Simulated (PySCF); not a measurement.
Working out the ionisation energy of Mg⁺

Mg⁺ [Ne] 3s1 (2S) → Mg²⁺ [Ne] (1S). All numbers are calculated (PySCF 2.14, the spin-free X2C one-electron Hamiltonian (Gaussian nucleus), in x2c-TZVPPall with one added diffuse shell each of s, p, d type (6s5p4d, 41 functions)). Frozen: 1s2. Energies in hartree (1 hartree = 27.21139 eV):

```
            part  Mg⁺ (lower)  Mg²⁺ (upper)
             UHF  -199.669636   -199.128173
CCSD correlation    -0.167355     -0.161313
             (T)    -0.001166     -0.001016
```

Task: What does Hartree-Fock give?

Result: (-199.128173) − (-199.669636) = 0.541463 hartree = 14.734 eV.

Task: What do CCSD and CCSD(T) give?

Result: The CCSD correlation energies differ by 0.006042 hartree = 0.164 eV and the triples by 0.000150 hartree = 0.004 eV, so CCSD gives 14.898 eV and CCSD(T) 14.902 eV.

Measured between the centres of the two terms (NIST): 15.035 eV, so CCSD(T) (valence and next inner shell) is off by -0.133 eV.

What remains against the reference includes basis incompleteness, the frozen core and higher excitations.
